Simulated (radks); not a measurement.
Results of a calculation; reference values are marked as such.
All-electron atom: the nitrogen anion N3- in [Ne]. Level of theory: non-relativistic Kohn-Sham, LDA (Slater exchange, VWN5 correlation), spin-polarised, spherical densities, point nucleus; Watson sphere of charge +3.95 and radius 3.79 bohr (a radial shooting solver on a logarithmic mesh with Libxc functionals).

Normalised radial functions P(r) = r R(r), r in bohr:

| r | 2s |
|---|---|
| 0.01431 | 0.0975 |
| 0.02002 | 0.1310 |
| 0.02824 | 0.1741 |
| 0.03983 | 0.2257 |
| 0.05618 | 0.2820 |
| 0.07925 | 0.3334 |
| 0.1109 | 0.3615 |
| 0.1564 | 0.3403 |
| 0.2207 | 0.2355 |
| 0.3113 | 0.0238 |
| 0.4391 | -0.2802 |
| 0.6193 | -0.6004 |
| 0.8667 | -0.8079 |
| 1.222 | -0.8154 |
| 1.724 | -0.6354 |
| 2.432 | -0.3921 |
| 3.431 | -0.1938 |
| 4.801 | -0.0642 |
| 6.773 | -0.0096 |
| 9.553 | -0.0005 |

2s: eigenvalue -19.060 eV, 1 radial node at r = 0.321 bohr, <r> = 1.47 bohr, 90 % of the charge inside 2.47 bohr.
